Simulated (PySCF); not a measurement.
## Calculated data, CH₃GeO, CH₃GeO₂, ClGeH₂O, GeH₃O₂ and others

Computed with PySCF 2.14.0. Calculation on a computer-drawn molecule: optimised geometry and harmonic frequencies of an isolated molecule of the commonest isotopes, restricted reference for singlets and unrestricted otherwise, frozen core in MP2; on germanium a core potential holds 10 electrons, which the energies leave out, and 3d is frozen in MP2 and coupled-cluster steps.

Common to all runs: multiplicity 1.

(1) CH₃GeO

Start structure:
```xyz
6
CH3GeO
O     -2.4115     1.4242     0.1638
C     -1.7427     0.4229     0.2330
Ge    -1.6997    -1.2118    -0.9947
H     -1.1153     0.3127     1.1625
H     -0.1039    -1.3315    -0.9368
H     -1.7862    -0.4473    -2.3879
```

Here we set charge -1, method MP2, basis aug-cc-pVDZ and basis and core potential on germanium aug-cc-pVDZ-PP ECP10MDF.

It finds rotational constants 44.91, 3.495, 3.335 GHz; total energy -408.2889 hartree; convergence status largest gradient component 1.335e-05 hartree/bohr.

Drawn bonds:
```tsv
atom	other atom	order
1	2	1
2	3	2
2	4	1
3	5	1
3	6	1
```

Optimised structure:
```xyz
6
CH3GeO
O     -2.4313     1.4474     0.1646
C     -1.7297     0.4185     0.2194
Ge    -1.7016    -1.2112    -0.9909
H     -1.1049     0.2906     1.1667
H     -0.1040    -1.3236    -0.9276
H     -1.7878    -0.4525    -2.3923
```

Modes:
```tsv
frequency (cm⁻¹)	reduced mass (dalton)
209.5	1.498
277.3	4.705
435.6	1.856
526.9	1.182
704.3	1.48
842.3	1.375
895.8	1.136
1357	1.189
1579	11.35
1852	1.02
1882	1.024
2650	1.079
```

(2) CH₃GeO₂

Start structure:
```xyz
7
CH3GeO2
O      1.8975    -3.3697     0.6081
C      1.0250    -2.5836     0.8379
O      0.8401    -2.1842     2.1828
Ge    -0.2645    -1.7626    -0.4693
H      0.1218    -1.5815     2.1474
H      0.6743    -0.3920    -0.3942
H     -1.2447    -1.0824     0.8807
```

Here we set charge -1, method HF, basis aug-cc-pVDZ and basis and core potential on germanium aug-cc-pVDZ-PP ECP10MDF.

The calculation gives: rotational constants 10.85, 2.631, 2.16 GHz; total energy -482.7610 hartree; convergence status largest gradient component 4.773e-06 hartree/bohr.

Drawn bonds:
```tsv
atom	other atom	order
1	2	1
2	3	1
2	4	2
3	5	1
4	6	1
4	7	1
```

Optimised structure:
```xyz
7
CH3GeO2
O      2.0173    -3.1408     0.6171
C      1.0412    -2.5224     0.9254
O      0.7755    -2.4286     2.2670
Ge    -0.3585    -1.6781    -0.3687
H      0.0258    -1.8631     2.3623
H      0.6107    -0.4993    -0.8244
H     -1.0624    -0.8236     0.8148
```

Modes:
```tsv
frequency (cm⁻¹)	reduced mass (dalton)
113.1	1.159
267.7	5.303
297.4	16.08
479.8	2.356
637.4	1.097
745.6	3.026
755.1	1.557
791.7	1.418
951	1.028
1117	5.109
1411	1.355
1769	1.031
1877	2.795
1909	1.362
4151	1.066
```

(3) ClGeH₂O

Start structure:
```xyz
5
ClGeH2O
O      0.0137    -3.2227    -1.0463
Ge     0.0792    -2.0284    -2.2812
Cl    -1.4122    -0.4149    -1.8827
H     -0.2365    -2.4032    -3.6849
H      1.3693    -1.1702    -2.3979
```

It was run with charge -1, method HF, basis aug-cc-pV(D+d)Z and basis and core potential on germanium aug-cc-pVDZ-PP ECP10MDF.

Results for ClGeH₂O: rotational constants 16.13, 3.023, 2.629 GHz; total energy -828.9873 hartree; convergence status largest gradient component 1.625e-05 hartree/bohr.

Drawn bonds:
```tsv
atom	other atom	order
1	2	1
2	3	1
2	4	1
2	5	1
```

Optimised structure:
```xyz
5
ClGeH2O
O      0.0662    -3.2425    -1.0857
Ge     0.1086    -2.0530    -2.2475
Cl    -1.4397    -0.3511    -1.9225
H     -0.2971    -2.4281    -3.6958
H      1.3756    -1.1648    -2.3415
```

Modes:
```tsv
frequency (cm⁻¹)	reduced mass (dalton)
210.7	16.42
300.2	40.21
575.7	1.209
712.2	1.051
851.4	1.069
931.3	13.76
961.7	1.026
2072	1.024
2132	1.015
```

(4) ClGeH₂O

Start structure:
```xyz
5
ClGeH2O
O      0.0662    -3.2425    -1.0857
Ge     0.1086    -2.0530    -2.2475
Cl    -1.4397    -0.3511    -1.9225
H     -0.2971    -2.4281    -3.6958
H      1.3756    -1.1648    -2.3415
```

Settings of this run: charge -1, method MP2, basis aug-cc-pV(D+d)Z and basis and core potential on germanium aug-cc-pVDZ-PP ECP10MDF.

It finds rotational constants 15.73, 2.95, 2.564 GHz; total energy -829.4681 hartree; convergence status largest gradient component 1.334e-05 hartree/bohr.

Drawn bonds:
```tsv
atom	other atom	order
1	2	1
2	3	1
2	4	1
2	5	1
```

Optimised structure:
```xyz
5
ClGeH2O
O      0.0766    -3.2813    -1.0624
Ge     0.1084    -2.0512    -2.2490
Cl    -1.4441    -0.3315    -1.9355
H     -0.3076    -2.4251    -3.7063
H      1.3802    -1.1505    -2.3398
```

Modes:
```tsv
frequency (cm⁻¹)	reduced mass (dalton)
189.6	16.68
293	40.65
526.6	1.213
656.5	1.046
785.5	1.063
861.8	12.98
899.2	1.035
2008	1.025
2049	1.015
```

(5) GeH₃O₂

Start structure:
```xyz
6
GeH3O2
O     -1.7504    -1.3822     0.6399
Ge    -0.9386    -2.3741    -0.4174
O      0.2287    -1.4568    -1.4573
H     -1.7512    -3.1427    -1.4972
H      0.0243    -3.5081     0.2062
H      0.6708    -2.0648    -2.1151
```

Settings of this run: charge -1, method HF, basis aug-cc-pVDZ and basis and core potential on germanium aug-cc-pVDZ-PP ECP10MDF.

It finds rotational constants 19.03, 6.486, 5.143 GHz; total energy -444.8943 hartree; convergence status largest gradient component 3.596e-05 hartree/bohr.

Drawn bonds:
```tsv
atom	other atom	order
1	2	1
2	3	1
2	4	1
2	5	1
3	6	1
```

Optimised structure:
```xyz
6
GeH3O2
O     -1.7559    -1.4005     0.6511
Ge    -0.9234    -2.3796    -0.4180
O      0.2615    -1.4643    -1.4894
H     -1.7795    -3.1565    -1.4854
H      0.0001    -3.4882     0.2079
H      0.6808    -2.0397    -2.1070
```

Modes:
```tsv
frequency (cm⁻¹)	reduced mass (dalton)
103.7	1.075
273.9	9.214
612.4	1.329
616	8.302
733.4	1.059
853.2	1.082
917.5	9.103
955.9	1.096
985	1.097
1942	1.022
2035	1.015
4179	1.066
```

(6) GeH₃O₃

Start structure:
```xyz
7
GeH3O3
O      0.1730    -3.5888    -0.6389
Ge     1.0839    -2.5190     0.2346
O      1.4829    -0.9021    -0.6542
O      0.1942    -1.8811     1.6789
H      2.3909    -2.9008     0.7951
H      1.6549    -0.2991     0.0194
H     -0.6408    -2.3504     1.6880
```

Settings of this run: charge -1, method HF, basis aug-cc-pVDZ and basis and core potential on germanium aug-cc-pVDZ-PP ECP10MDF.

Results for GeH₃O₃: rotational constants 6.054, 5.762, 3.568 GHz; total energy -519.8237 hartree; convergence status largest gradient component 8.19e-06 hartree/bohr.

Drawn bonds:
```tsv
atom	other atom	order
1	2	1
2	3	1
2	4	1
2	5	1
3	6	1
4	7	1
```

Optimised structure:
```xyz
7
GeH3O3
O      0.2329    -3.1583    -0.8084
Ge     1.1491    -2.4265     0.3837
O      1.7271    -0.7724    -0.1019
O      0.2023    -2.1391     1.9090
H      2.4430    -3.0712     0.9267
H      1.2867    -0.5451    -0.9047
H     -0.7022    -2.3286     1.7186
```

Modes:
```tsv
frequency (cm⁻¹)	reduced mass (dalton)
176.9	1.838
233.7	7.197
292.2	2.308
325	2.073
334.8	1.609
647.5	9.456
654.8	7.87
786	1.103
831.2	1.098
917.9	14.79
976.8	1.117
1021	1.171
2138	1.019
4173	1.066
4174	1.066
```

(7) GeH₃O₃

Start structure:
```xyz
7
GeH3O3
O      0.2329    -3.1583    -0.8084
Ge     1.1491    -2.4265     0.3837
O      1.7271    -0.7724    -0.1019
O      0.2023    -2.1391     1.9090
H      2.4430    -3.0712     0.9267
H      1.2867    -0.5451    -0.9047
H     -0.7022    -2.3286     1.7186
```

It was run with charge -1, method MP2, basis aug-cc-pVDZ and basis and core potential on germanium aug-cc-pVDZ-PP ECP10MDF.

It finds rotational constants 5.729, 5.514, 3.373 GHz; total energy -520.5660 hartree; convergence status largest gradient component 1.524e-05 hartree/bohr.

Drawn bonds:
```tsv
atom	other atom	order
1	2	1
2	3	1
2	4	1
2	5	1
3	6	1
4	7	1
```

Optimised structure:
```xyz
7
GeH3O3
O      0.2076    -3.1866    -0.8467
Ge     1.1517    -2.4385     0.3775
O      1.7672    -0.7424    -0.1069
O      0.2008    -2.1465     1.9590
H      2.4565    -3.0658     0.9405
H      1.2762    -0.5353    -0.9173
H     -0.7212    -2.3261     1.7170
```

Modes:
```tsv
frequency (cm⁻¹)	reduced mass (dalton)
148.9	1.903
203.4	8.306
265.6	6.658
297.6	2.021
307.1	1.091
591.5	11.15
592.6	10.05
711.6	1.082
762.2	1.083
840.5	14.55
921.9	1.098
962	1.148
2074	1.02
3805	1.065
3806	1.065
```

(8) AlGeH₄O

Start structure:
```xyz
7
AlGeH4O
O      0.7633    -0.2948     0.0523
Al     0.0807     1.1982    -0.1358
Ge    -2.1285     0.1394    -0.7478
H      1.2755    -1.1106     0.2269
H      0.3173     2.6599    -0.0568
H     -3.1705    -0.6069     0.1749
H     -2.4978    -0.6037    -2.1407
```

Settings of this run: charge 1, method HF, basis cc-pV(D+d)Z and basis and core potential on germanium cc-pVDZ-PP ECP10MDF.

The calculation gives: rotational constants 15.12, 2.222, 1.984 GHz; total energy -612.2788 hartree; convergence status largest gradient component 1.109e-05 hartree/bohr.

Drawn bonds:
```tsv
atom	other atom	order
1	2	1
2	3	1
1	4	1
2	5	1
3	6	1
3	7	1
```

Optimised structure:
```xyz
7
AlGeH4O
O      0.8343    -0.4506     0.0905
Al     0.0390     0.9824    -0.1354
Ge    -2.2373    -0.0171    -0.8082
H      1.6876    -0.7716     0.3396
H      0.3011     2.5064    -0.0502
H     -3.3434    -0.4351     0.1564
H     -2.6413    -0.4329    -2.2196
```

Modes:
```tsv
frequency (cm⁻¹)	reduced mass (dalton)
91.27	5.858
115.5	1.075
301.7	7.886
340.3	1.027
455	1.1
496.8	1.291
520	1.121
572.8	1.16
635.1	1.145
944	2.893
985.7	1.289
2128	1.046
2267	1.017
2281	1.025
4190	1.069
```

(9) AlClGeH₂O

Start structure:
```xyz
6
AlClGeH2O
O      1.0469     1.7750    -0.1443
Al     1.7756     0.6701     0.9328
Cl     2.4417     1.4129     2.7506
Ge     1.2503    -0.6826    -0.9665
H      0.7161     2.5171    -0.5270
H     -0.1353    -0.9681    -0.2460
```

Here we set charge 0, method HF, basis cc-pV(D+d)Z and basis and core potential on germanium cc-pVDZ-PP ECP10MDF.

It finds rotational constants 4.141, 1.122, 0.8908 GHz; total energy -1070.9452 hartree; convergence status largest gradient component 1.664e-05 hartree/bohr.

Drawn bonds:
```tsv
atom	other atom	order
1	2	1
2	3	1
2	4	1
1	5	1
4	6	1
```

Optimised structure:
```xyz
6
AlClGeH2O
O      1.0088     2.3304    -0.3281
Al     1.4970     0.9324     0.4735
Cl     2.2774     1.1412     2.4473
Ge     1.3765    -1.3405    -0.6827
H      1.0053     3.2281    -0.0382
H     -0.0697    -1.5674    -0.0722
```

Modes:
```tsv
frequency (cm⁻¹)	reduced mass (dalton)
75.56	20.56
161.9	6.661
166.3	2.057
178.6	1.548
291.2	9.478
391.7	1.178
509.5	5.879
566.4	1.129
610.9	1.536
898.4	7.187
1992	1.021
4211	1.068
```

(10) AlClGeH₂O

Start structure:
```xyz
6
AlClGeH2O
O      1.0088     2.3304    -0.3281
Al     1.4970     0.9324     0.4735
Cl     2.2774     1.1412     2.4473
Ge     1.3765    -1.3405    -0.6827
H      1.0053     3.2281    -0.0382
H     -0.0697    -1.5674    -0.0722
```

Here we set charge 0, method MP2, basis cc-pV(D+d)Z and basis and core potential on germanium cc-pVDZ-PP ECP10MDF.

The calculation gives: rotational constants 4.051, 1.131, 0.8918 GHz; total energy -1071.3990 hartree; convergence status largest gradient component 2.709e-05 hartree/bohr.

Drawn bonds:
```tsv
atom	other atom	order
1	2	1
2	3	1
2	4	1
1	5	1
4	6	1
```

Optimised structure:
```xyz
6
AlClGeH2O
O      0.9968     2.3260    -0.3825
Al     1.4966     0.9248     0.4605
Cl     2.2532     1.1173     2.4419
Ge     1.3915    -1.3479    -0.6972
H      1.0067     3.2101     0.0041
H     -0.0495    -1.5061    -0.0272
```

Modes:
```tsv
frequency (cm⁻¹)	reduced mass (dalton)
66.33	19.47
152.9	5.477
155.1	4.571
179.5	1.134
284.5	9.957
362.6	1.176
500.6	1.843
521.9	2.05
625	1.513
859.1	6.342
1945	1.021
3911	1.067
```
